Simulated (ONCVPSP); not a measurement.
An all-electron radial function and its pseudo partner (palladium)

Columns: radius, all-electron u(r) and pseudo u(r) of the 4p shell (level -56.55 eV) of palladium in the configuration [Ar] 3d10 4s2 4p6 4d9.5; PW91, scalar-relativistic, ONCV scheme, ONCVPSP 4.0.1.

```json
{"r (bohr)": "0.085", "all-electron": "0.3655", "pseudo": "0.0260"}
{"r (bohr)": "0.170", "all-electron": "-0.2037", "pseudo": "0.1009"}
{"r (bohr)": "0.255", "all-electron": "-0.5844", "pseudo": "0.2167"}
{"r (bohr)": "0.340", "all-electron": "-0.5016", "pseudo": "0.3609"}
{"r (bohr)": "0.425", "all-electron": "-0.1556", "pseudo": "0.5190"}
{"r (bohr)": "0.510", "all-electron": "0.2509", "pseudo": "0.6754"}
{"r (bohr)": "0.595", "all-electron": "0.6054", "pseudo": "0.8162"}
{"r (bohr)": "0.680", "all-electron": "0.8657", "pseudo": "0.9303"}
{"r (bohr)": "0.765", "all-electron": "1.0273", "pseudo": "1.0104"}
{"r (bohr)": "0.850", "all-electron": "1.1044", "pseudo": "1.0538"}
{"r (bohr)": "0.935", "all-electron": "1.1160", "pseudo": "1.0613"}
{"r (bohr)": "1.020", "all-electron": "1.0818", "pseudo": "1.0371"}
{"r (bohr)": "1.105", "all-electron": "1.0182", "pseudo": "0.9875"}
{"r (bohr)": "1.190", "all-electron": "0.9381", "pseudo": "0.9198"}
{"r (bohr)": "1.275", "all-electron": "0.8505", "pseudo": "0.8411"}
{"r (bohr)": "1.360", "all-electron": "0.7617", "pseudo": "0.7577"}
{"r (bohr)": "1.445", "all-electron": "0.6758", "pseudo": "0.6744"}
{"r (bohr)": "1.530", "all-electron": "0.5952", "pseudo": "0.5948"}
{"r (bohr)": "1.615", "all-electron": "0.5210", "pseudo": "0.5209"}
{"r (bohr)": "1.700", "all-electron": "0.4539", "pseudo": "0.4538"}
{"r (bohr)": "1.785", "all-electron": "0.3939", "pseudo": "0.3938"}
{"r (bohr)": "1.870", "all-electron": "0.3407", "pseudo": "0.3407"}
{"r (bohr)": "1.955", "all-electron": "0.2939", "pseudo": "0.2939"}
{"r (bohr)": "2.040", "all-electron": "0.2530", "pseudo": "0.2529"}
{"r (bohr)": "2.125", "all-electron": "0.2173", "pseudo": "0.2173"}
{"r (bohr)": "2.210", "all-electron": "0.1863", "pseudo": "0.1863"}
```

Question: How many radial nodes do the two functions have?

Answer: The all-electron 4p function has n − l − 1 = 2; the pseudo-wave has 0, since the states of the same l below it are removed with the core.

Question: At about which radius was the pseudo-wave matched?

Answer: 1.70 bohr. The columns agree to 0.0005 from 1.53 bohr on; several derivatives are matched, so the curves merge somewhat inside the radius.

Question: Is the pseudo-wave norm-conserving?

Answer: Yes: the ONCV scheme keeps the norm inside the radius equal to the all-electron one, which fixes the energy derivative of the logarithmic derivative at the level.
